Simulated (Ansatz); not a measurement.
Program: Ansatz. Geometries: PBE0-D4/def2-TZVP. ΔE: electronic, gas phase. CCSD(T)/CBS adds triple-zeta CCSD(T) − MP2 to the extrapolated MP2 energy (def2 sets, frozen cores). This one scheme is used for every species. For Ge outer-core shells are correlated without core-valence functions, which leaves a few kJ/mol of doubt a bond. Scalar relativity is left out up to krypton. One conformer a species, not always the lowest.

`[CH3][Ge]([F])([F])[F]` + `O=C=N[SiH2]O` → `O=C=[N][Ge]([F])([F])[F]` + `C[SiH2]O`  (redistribution)

`[CH3][Ge]([F])([F])[F]`:

Cartesian coordinates in Å:
```
C 0.168 -0.641 -0.846
Ge -0.131 0.499 0.658
F 0.341 2.123 0.380
F -1.775 0.577 1.133
F 0.726 0.009 2.059
H -0.410 -0.275 -1.694
H 1.229 -0.637 -1.094
H -0.147 -1.654 -0.596
```

`O=C=N[SiH2]O`:

```xyz
8

O     3.019    0.752   -0.787
C     1.882    0.617   -0.576
N     0.707    0.494   -0.401
Si   -0.781    0.136    0.363
O    -1.046   -1.475    0.443
H    -0.735    0.609    1.760
H    -1.823    0.821   -0.434
H    -1.224   -1.954   -0.368
```

`O=C=[N][Ge]([F])([F])[F]`:

```xyz
7

O    -1.201   -2.081   -1.705
C    -0.718   -1.475   -0.848
N    -0.215   -0.920    0.100
Ge    0.378    0.706    0.500
F     0.968    0.704    2.088
F    -0.852    1.874    0.395
F     1.639    1.193   -0.530
```

`C[SiH2]O`:

```xyz
9

C    -0.530   -0.425   -0.957
Si    0.645    0.091    0.394
O     0.036    1.303    1.337
H    -0.071   -1.195   -1.583
H    -0.788    0.424   -1.595
H    -1.455   -0.839   -0.546
H     1.894    0.646   -0.183
H     0.975   -1.101    1.229
H    -0.707    1.096    1.904
```

```
                   species  CCSD(T)/CBS(def2) energy (Eh)
  `[CH3][Ge]([F])([F])[F]`                    -2415.48494
            `O=C=N[SiH2]O`                     -534.06858
`O=C=[N][Ge]([F])([F])[F]`                    -2543.55233
                `C[SiH2]O`                     -405.96945
```

(1) Work out ΔE.

Largest T1 diagnostic among the species: 0.015.

Results:

(1) ΔE = (-2543.55233) + (-405.96945) − (-2415.48494) − (-534.06858) = 0.03174 Eh = +83.3 kJ/mol.

Leaving LDA and LC-ωPBE aside and taking each functional with its dispersion term where it has one, the values, not all of them listed here, spread over 8.2 kJ/mol, from B97M-V to CAM-B3LYP-D4. LDA lies +3.7 kJ/mol from PBE without D4. At CCSD(T), def2-SVP lies −13.3 kJ/mol from the extrapolated value and def2-TZVPP −7.8 kJ/mol.
